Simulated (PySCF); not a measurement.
# BCl₃, singlet: computed properties

Computed with PySCF, PBE, basis B def2-TZVP, Cl def2-TZVP (no relativity, density fitting).

The structure is a minimum.

```
Point group                                                                   : D3h
Bond lengths                                                                  : B–Cl 1.748 Å (×3)
Bond angles                                                                   : Cl–B–Cl 120.0° (×3)
Heat capacity Cp at 298.15 K                                                  : 63.2 J/(mol K)
Entropy at 298.15 K and 1 bar                                                 : 290.3 J/(mol K)
Rotational symmetry number                                                    : 6
Principal polarisabilities                                                    : 34.4, 58.5, 58.5 bohr³
Enthalpy at 298.15 K above 0 K                                                : 14.13 kJ/mol
Rotational constants                                                          : 0.1051, 0.1051, 0.05257 cm⁻¹
Highest occupied level                                                        : -7.67 eV
Atomisation energy without zero-point energy                                  : 1408 kJ/mol
Zero-point energy                                                             : 19.5 kJ/mol
Lowest empty level                                                            : -2.66 eV
Principal quadrupole moments (Buckingham, traceless) about the centre of mass : -0.31, -0.31, 0.61 D Å
Dipole moment                                                                 : 0.00 D
```

Harmonic modes (masses in u: B 11.009, Cl 34.969):
```csv
symmetry,ω (cm⁻¹),"IR (km/mol, summed over degenerate members)"
e',247,1.0
a2'',440,2.7
a1',463,0.0
e',932,637
```

In D3h the vibrations span 2e' + a2'' + a1'. The a1' mode carries no infrared intensity, as symmetry demands.

Charges (e):
| atom | Mulliken | Löwdin | polar tensor | Mayer order to B1 |
| --- | --- | --- | --- | --- |
| B1 | 0.23 | -1.82 | 1.23 | – |
| Cl2,3,4 | -0.08 | 0.61 | -0.41 | 1.33 |

Mulliken populations on B1: s 2.81, p 1.69, d 0.24, f 0.02.

Counting electrons, boron keeps none of its valence electrons outside its bonds, so the VSEPR class is AX3 and the expected shape is trigonal planar (D3h), as computed.

The final relaxation and frequency run took 16 s on 4 threads of a shared Arm Neoverse V1 host, with 142 basis functions and 7 gradients; the process peaked at 1.3 GiB. Launch command: `OMP_NUM_THREADS=4 python axn.py task.json out`.
